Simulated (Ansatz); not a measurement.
Molecule: BaF (charge +1, singlet). 
Coordinates optimised at B3LYP-D3(BJ)/def2-TZVP (Ansatz, an electronic-structure program):
SMILES: [Ba+][F]
```xyz
2

Ba     0.0000     0.0000    -0.2900
F      0.0000     0.0000     1.8044
```
Charge +1, spin multiplicity 1.

Task: Give the harmonic wavenumbers at B3LYP-D3(BJ)/def2-TZVP (Ansatz, finite differences of forces, unscaled).

Result: 533 cm⁻¹. Zero-point energy 0.8 kcal/mol.

Task: From these and the geometry, give the ideal-gas thermochemistry at 298.15 K and 1 atm (rigid rotor, harmonic oscillator).

Result: Point group C∞v, rotational symmetry number 1. Rotational constants 6.903, 6.903 GHz. S(trans) 41.05, S(rot) 15.50, S(vib) 0.58, S(elec, spin only) 0.00, S 57.1 cal/(mol K). H(298) - H(0) 2.20 kcal/mol; G - E(el) -14.1 kcal/mol.
